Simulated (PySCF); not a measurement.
**Correlation energy of Cl²⁺ (chlorine, charge +2)**

[Ne] 3s2 3p3, high-spin 4S determinant. All numbers are calculated (PySCF 2.14, no relativity, point nucleus, in 6-31G* (4s3p1d, 18 functions)). Frozen: [Ne]; 5 electrons correlated.

MP2 pair energies summed by pair of shells (mhartree):

```tsv
pair	energy	share (%)
3s-3p	-46.43	65.9
3p-3p	-16.84	23.9
3s-3s	-7.21	10.2
```

Total MP2 correlation energy: -70.48 mhartree.

Same-spin part -18.00 and opposite-spin part -52.48 mhartree; SCS-MP2 scales them by 1/3 and 6/5 to -68.98 mhartree.

| level | correlation energy (mhartree) |
| --- | --- |
| CCSD | -89.33 |
| (T) | -0.81 |
| CCSD(T) | -90.14 |

Diagnostics: T1 = 0.0027, D1 = 0.0069, largest double amplitude 0.060.

Cost of the coupled-cluster step: 0.05 s of wall time on 1 thread of Intel(R) Xeon(R) 6975P-C (shared host), for 5 correlated electrons.

Iterations:

```
CC2 = 0
CCSD nocc = (np.int64(4), np.int64(1)), nmo = (13, 13)
frozen orbitals [[0, 1, 2, 3, 4], [0, 1, 2, 3, 4]]
max_cycle = 100
direct = 0
conv_tol = 1e-08
conv_tol_normt = 1e-06
diis_space = 8
diis_start_cycle = 0
Init t2, MP2 energy = -0.0704829727934897
Init E_corr(UCCSD) = -0.0704829727937239
cycle = 1  E_corr(UCCSD) = -0.0851499670129622  dE = -0.0146669942  norm(t1,t2) = 0.0357191
cycle = 2  E_corr(UCCSD) = -0.0882652480941687  dE = -0.00311528108  norm(t1,t2) = 0.00953482
cycle = 3  E_corr(UCCSD) = -0.0893477007008971  dE = -0.00108245261  norm(t1,t2) = 0.00301916
cycle = 4  E_corr(UCCSD) = -0.0893291047155922  dE = 1.85959853e-05  norm(t1,t2) = 0.000256994
cycle = 5  E_corr(UCCSD) = -0.0893298859198172  dE = -7.81204225e-07  norm(t1,t2) = 2.22261e-05
cycle = 6  E_corr(UCCSD) = -0.0893295211650226  dE = 3.64754795e-07  norm(t1,t2) = 4.87082e-06
cycle = 7  E_corr(UCCSD) = -0.0893296824635001  dE = -1.61298477e-07  norm(t1,t2) = 4.27609e-07
cycle = 8  E_corr(UCCSD) = -0.0893296673119682  dE = 1.51515319e-08  norm(t1,t2) = 6.82487e-08
cycle = 9  E_corr(UCCSD) = -0.0893296630054915  dE = 4.30647669e-09  norm(t1,t2) = 3.15661e-08
UCCSD converged
E(UCCSD) = -458.2761127866165  E_corr = -0.08932966300549151
UCCSD(T) correction = -0.000805196311990769
```
